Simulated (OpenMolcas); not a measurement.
## Co2+: terms and fine structure

```
Program             : OpenMolcas
Method              : CASSCF
Basis               : ANO-RCC-VQZP [7s6p4d3f2g1h]
Scalar Hamiltonian  : DKH2, point nucleus
Active space        : 7 electrons in 10 orbitals (3d 4d)
State averaging     : 2S+1 = 4 even, 10 roots; 2S+1 = 2 even, 40 roots
Spin-orbit coupling : RASSI with atomic mean-field integrals over the reference wave functions, term energies averaged over their components
```

Spin-free terms above the lowest, with the occupations of the reference (each correlating shell added to its valence partner):

| Configuration | Term | E (cm-1) | Occupations |
| --- | --- | --- | --- |
| 3d7 | 4F | 0.0 | 3d 7.00 |
| 3d7 | 4P | 17716 | 3d 7.00 |
| 3d7 | 2G | 18587 | 3d 7.00 |
| 3d7 | 2H | 24418 | 3d 7.00 |
| 3d7 | 2P | 24623 | 3d 7.00 |
| 3d7 | 2D(1) | 26558 | 3d 7.00 |
| 3d7 | 2F | 42349 | 3d 7.00 |
| 3d7 | 2D(2) | 66066 | 3d 7.00 |

With spin-orbit coupling, above the lowest level:

| Configuration | Term | J | E (cm-1) | Measured (cm-1) | Term weight % |
| --- | --- | --- | --- | --- | --- |
| 3d7 | 4F | 9/2 | 0.0 | 0.0 | 100 |
| 3d7 | 4F | 7/2 | 800 | 841 | 100 |
| 3d7 | 4F | 5/2 | 1389 | 1451 | 100 |
| 3d7 | 4F | 3/2 | 1794 | 1867 | 100 |
| 3d7 | 4P | 5/2 | 18244 | 15202 | 100 |
| 3d7 | 4P | 3/2 | 18526 | 15428 | 98 |
| 3d7 | 4P | 1/2 | 18881 | 15811 | 99 |
| 3d7 | 2G | 9/2 | 19011 | 16978 | 98 |
| 3d7 | 2G | 7/2 | 19784 | 17766 | 100 |
| 3d7 | 2H | 11/2 | 24976 | 22720 | 100 |
| 3d7 | 2P | 3/2 | 24987 | 20195 | 85 |
| 3d7 | 2H | 9/2 | 25646 | 23434 | 98 |
| 3d7 | 2P | 1/2 | 25860 |  | 99 |
| 3d7 | 2D(1) | 5/2 | 27078 | 23059 | 100 |
| 3d7 | 2D(1) | 3/2 | 28329 | 24237 | 87 |
| 3d7 | 2F | 5/2 | 42952 | 37021 | 100 |
| 3d7 | 2F | 7/2 | 43312 | 37316 | 100 |
| 3d7 | 2D(2) | 3/2 | 66615 |  | 100 |
| 3d7 | 2D(2) | 5/2 | 67106 |  | 100 |

Against the 15 measured excited levels shown (Sugar and Corliss, J. Phys. Chem. Ref. Data 10, 1097 (1981)) the mean absolute deviation is 2800 cm-1; the largest miss in energy is 3d7 2F 7/2: computed 43312, measured 37316 cm-1 (+16.1 %), and the largest in proportion 3d7 2P 3/2 (+23.7 %).

Spin-orbit coupling puts the lowest level 811 cm-1 below the lowest spin-free term.

A least-squares Racah fit to the terms below 60000 cm-1, each weighted by 2L + 1 and with a free common offset, gives B = 1189 cm-1 and C = 4592 cm-1 (C/B = 3.86), with an rms deviation of 82 cm-1.

For 4F the intervals divided by the larger J are -162.1, -168.4, -177.7 cm-1. Landé's interval rule makes them equal in pure LS coupling; they differ by 9 % of their mean. The multiplet is inverted.

Without dynamic correlation excited terms often stand tens of per cent too high (terms of higher spin than the ground term too low), and those without a measured partner can miss by more than the paired ones. Some levels mix across a computed gap that differs much from the measured one, so their mixing is not that of the real levels. Active for correlation alone: 4d; no level in the range computed is led by a configuration that fills it, so any true level of that kind is missing. Computed and measured levels are paired by configuration, term and J; levels that our copy of the source lacks, or whose pairing is in doubt (as where it misses far off the trend of its configuration), stay unpaired and out of the deviations. Levels of configurations outside the active space are missing. The first state left out of the spin-orbit step lies near 280000 cm-1 above the lowest spin-free state of the reference (among the parities and spins computed), and the list stops at four fifths of that energy or lower.

The RASSCF and RASSI steps took 2.3 min on 1 thread of Intel(R) Xeon(R) Platinum 8375C CPU @ 2.90GHz (Ice Lake), with other jobs on the host; the integral step is not counted.

The term weight is that of the spin-free term in the level, not the purity of its configuration. A number in round brackets counts repeated terms of one configuration in the order of the reference energies.
